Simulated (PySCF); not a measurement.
**Nb (niobium, neutral): PBE calculation**

Configuration: [Kr] 4d4 5s1, high-spin 6D determinant. All numbers are calculated (PySCF 2.14, scalar relativity by spin-free X2C-1e, in x2c-TZVPall (8s6p6d1f, 63 functions)).

- Total energy: -3818.95 hartree
- One-electron energy: -5270.57 hartree
- Hartree (Coulomb) energy: 1571.15 hartree
- Exchange-correlation energy: -119.53 hartree
- ⟨S²⟩: 8.7508
- ⟨L²⟩: 6.005
- Sum of ⟨r⟩: 31.57 bohr
- Sum of ⟨r²⟩: 57.84 bohr²
- Traceless quadrupole moment −½Σ⟨3z² − r²⟩ along its main axis: -1.68 e·bohr²
- Langevin diamagnetic susceptibility: -45.8 ×10⁻⁶ cm³/mol
- Time after the integrals: 2.3 s of wall time on 1 thread of Neoverse-N1 (shared host)

```csv
shell,electrons,mean orbital energy (eV),spread (eV),"rms radius, mean of both spins (bohr)"
1s α,1,-18782.2,0,0.0415
1s β,1,-18782.2,0,0.0415
2s α,1,-2627.9,0,0.171
2s β,1,-2627.6,0,0.171
2p α,3,-2347.3,0.104,0.152
2p β,3,-2347.1,0.159,0.152
3s α,1,-438.02,0,0.474
3s β,1,-437.83,0,0.474
3p α,3,-346.22,0.288,0.481
3p β,3,-346.02,0.342,0.481
3d α,5,-195.88,0.267,0.475
3d β,5,-195.58,0.405,0.475
4s α,1,-58.607,0,1.23
4s β,1,-56.704,0,1.23
4p α,3,-34.930,0.442,1.40
4p β,3,-32.735,0.947,1.40
5s α,1,-4.455,0,3.85
4d α,4,-3.723,0.626,2.45
```

Densities and radii are taken from the X2C orbitals without a picture-change correction, which distorts them close to the nucleus.
